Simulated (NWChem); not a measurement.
System: BH3SO; SMILES OBS

NWChem input:

```
start job
memory heap 200 mb stack 900 mb global 1100 mb
geometry units angstroms noautoz
  B     -0.567755    -0.603274     0.000000
  H     -1.750495    -0.742800     0.000000
  O      0.198356    -1.721299     0.000000
  H      1.153664    -1.559309     0.000000
  S      0.028503     1.122966     0.000000
  H      1.363129     0.893575     0.000000
end
basis spherical
  * library def2-svp
end
dft
  xc mn15-l
  iterations 150
  mulliken
end
task dft energy
```

All runs use the structure optimised with B3LYP/6-31G* (spherical d).

Q: Give the results of this calculation. (MN15-L/def2-SVP.) Quantities: energy (Ha); highest occupied level (eV); orbital gap (eV); dipole (D).

A: 
```yaml
energy (Ha): -499.76
highest occupied level (eV): -7.04
orbital gap (eV): 6.82
dipole (D): 2.38
```
